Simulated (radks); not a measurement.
Valence configurations of S II (all share [Ne]). Method: non-relativistic Kohn-Sham, LDA (Slater exchange, Perdew-Wang correlation), spin-unpolarised, spherical densities, point nucleus; computed with a radial shooting solver on a logarithmic mesh with Libxc functionals. Energies are relative to 3s2 3p3; eigenvalues in eV.

| valence | E (eV) | e(3p) | e(3s) |
|---|---|---|---|
| 3s2 3p3 | 0.000 | -16.892 | -27.505 |
| 3s1.5 3p3.5 | 5.318 | -17.173 | -27.833 |
| 3s1 3p4 | 10.660 | -17.445 | -28.150 |
| 3s0.5 3p4.5 | 16.023 | -17.710 | -28.459 |
| 3p5 | 21.408 | -17.968 | - |

NIST lists [Ne] 3s2 3p3 as the ground configuration; this level of theory agrees among the configurations tried. The energies are those of spherical spin-averaged densities, not of single terms.
